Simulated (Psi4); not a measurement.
A dimer, BCl3 ··· H4OSi (SMILES ClB(Cl)Cl and O[SiH3]); the first 4 atoms form monomer A.

```
10

Cl    -0.8624     1.5172     0.0003
B      0.0002     0.0000     0.0002
Cl    -0.8832    -1.5051    -0.0009
Cl     1.7454    -0.0120     0.0004
Si     0.7136    -0.9562    -3.5480
O     -0.0103     0.0499    -2.4551
H     -0.2162    -1.3370    -4.6404
H      1.1127    -2.1567    -2.7881
H      1.9095    -0.3274    -4.1620
H     -0.3441     0.8966    -2.7601
```

**Question.** What interaction energy does SAPT0/jun-cc-pVDZ, frozen core (Psi4) give, and which attractive term is the largest?

**Answer.** Total -12.66 kJ/mol: electrostatics -59.35, exchange 86.66, induction -16.76, dispersion -23.21. The most attractive term is electrostatics.
